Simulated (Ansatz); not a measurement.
Reaction (atomization): `B[Se]C(N)O` → B• + C• + 6 H• + N• + O• + Se•

Computed with Ansatz on PBE0-D4/def2-TZVP structures; ΔE is electronic, products minus reactants. CCSD(T)/CBS is the MP2 limit (def2-TZVPP, def2-QZVPP) plus CCSD(T) − MP2 in def2-TZVPP, frozen cores. This one scheme is used for every species, atoms too. DFT in def2-TZVPP. B3LYP here is the variant with VWN-RPA as its local correlation; programs differ in this. No spin–orbit coupling; open shells (•) take unrestricted orbitals. Spin–orbit coupling would lower the free atoms: a little for B, C, O; clearly for Se. For Se outer-core shells are correlated without core-valence functions, so the limit isn't a true one: a few kJ/mol of doubt a bond, and 10 to 20 or more in all where bonds break to atoms. Scalar relativity is left out up to krypton. One conformer a species, not always the lowest.

CCSD(T)/CBS gives +3855.3 kJ/mol.

Q: Another level gave +3870.4 kJ/mol. Which?
A. B2PLYP/def2-TZVPP
B. PBE0-D4/def2-TZVPP
C. B3LYP/def2-TZVPP
D. B3LYP-D4/def2-TZVPP

A: B. PBE0-D4 3870.4, B3LYP-D4 3862.8, B3LYP 3824.6, B2PLYP 3811.7 kJ/mol.

Largest T1 diagnostic among the species: 0.014.

The D4 term adds +38.2 kJ/mol with B3LYP and +19.8 kJ/mol with PBE0; it sums over pairs of atoms, weighted by their polarisabilities, and B3LYP, whose exchange is more repulsive, gets the larger term. From PBE to PBE0 (25 % exact exchange), in def2-TZVPP and without D4, ΔE moves by −97.3 kJ/mol: exact exchange takes away binding that semilocal exchange gives to molecules.

For atomizations the MP2-based limit and the directly extrapolated one differ by several kJ/mol either way, and by 10 to 25 for some Ge, Se and Sn compounds, so smaller differences from it don't rank the levels.
